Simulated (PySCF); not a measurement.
Dipole moment and polarisability of 4-chlorobenzonitrile

Species: 4-chlorobenzonitrile, C7H4ClN.
Geometry (PBE0-D3(BJ)/def2-SVP, Å), atoms numbered from 1 in this order:
```xyz
13
C7H4ClN angstrom
N      3.320   -0.752   -0.340
C      2.190   -0.530   -0.205
C      0.795   -0.254   -0.038
C      0.337    1.072   -0.049
C     -1.015    1.344    0.112
C     -1.911    0.288    0.286
Cl    -3.591    0.628    0.487
C     -1.469   -1.036    0.299
C     -0.117   -1.306    0.138
H      1.048    1.889   -0.186
H     -1.382    2.371    0.105
H     -2.188   -1.845    0.437
H      0.241   -2.337    0.147
```

Level: PBE0/def2-SVPD (PySCF), static field, nuclei fixed, core orbitals frozen in the response. The polarisability tensor in these axes (au):

```
x   152.84 -12.60 -11.93
y   -12.60  93.85  -0.38
z   -11.93  -0.38  57.76
```

**Question.** Diagonalise the tensor; give its mean and Δα, where Δα² is half the sum of the squared differences of the eigenvalues.

**Answer.** Principal values 56.19, 91.49 and 156.78 au; mean 101.48 au = 15.04 Å³ = 16.73 × 10⁻⁴⁰ C²·m²/J; Δα = 88.39 au (87 % of the mean).

**Question.** What is the dipole moment, and where does it point?

**Answer.** (-3.06, 0.60, 0.37) D, 3.14 D in size, pointing from the negative to the positive side. Measured along this direction, the outermost atoms are N1 at the negative end and Cl7 at the positive end.

**Question.** What are the principal values of the traceless quadrupole moment, Θ = ½Σq(3rr − r²1), about the centre of nuclear charge?

**Answer.** -25.07, 4.67, 20.40 D·Å. The values depend on the origin, since the dipole doesn't vanish. The electronic extent ⟨r²⟩ about the same centre is 1633 bohr², a root-mean-square distance of 2.56 Å for the 70 electrons.

**Question.** Rayleigh depolarisation ratio (linearly polarised light, static tensor)?

**Answer.** ρ = 3Δα²/(45ᾱ² + 4Δα²) = 23439.3/(463455 + 31252.5) = 0.0474.

**Question.** Refractivity n − 1 of an ideal gas of it at 350 K and 1 atm, from the electronic α?

**Answer.** N = p/kT = 2.0968 × 10¹⁹ cm⁻³, so n − 1 = 2π × N × 15.04 × 10⁻²⁴ cm³ = 1981 × 10⁻⁶ at long wavelengths, for an ideal gas.

Isolated species at its PBE0-D3(BJ)/def2-SVP geometry, gas phase.

The run behind these numbers computed excited states and ΔSCF ions as well. Time: 2.4 min. Hardware: one thread, Arm Neoverse V1, on a shared host.
